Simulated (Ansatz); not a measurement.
Cu(PH3)Cl (CuPH3Cl). Charge 0, multiplicity 1. Geometry PBE-D4/def2-TZVP, basis def2-TZVP, Ansatz.

```json
{"run": "A", "HOMO (eV)": "-6.55", "LUMO (eV)": "-1.28"}
{"run": "B", "HOMO (eV)": "-7.10", "LUMO (eV)": "-0.96"}
{"run": "C", "HOMO (eV)": "-6.69", "LUMO (eV)": "-1.33"}
{"run": "D", "HOMO (eV)": "-7.28", "LUMO (eV)": "-0.83"}
{"run": "E", "HOMO (eV)": "-6.00", "LUMO (eV)": "-1.95"}
{"run": "F", "HOMO (eV)": "-6.05", "LUMO (eV)": "-1.59"}
```

HSE06 is defined as in plane-wave codes, on full-range PBE exchange.

Question: The runs used HSE06, LDA (SPW92), PBE0, r2SCAN, r2SCAN0, r2SCANh. Estimate which is which.

Answer: A r2SCANh (10 % exact exchange); B PBE0 (25 % exact exchange); C HSE06 (range-separated); D r2SCAN0 (25 % exact exchange); E LDA (SPW92) (0 % exact exchange); F r2SCAN (0 % exact exchange). Exact exchange lowers occupied and raises empty levels; among semilocal functionals meta-GGAs tend to open the gap a little, and such runs are hard to tell apart. The gap grows from 4.04 eV (LDA (SPW92)) to 6.45 eV (r2SCAN0).
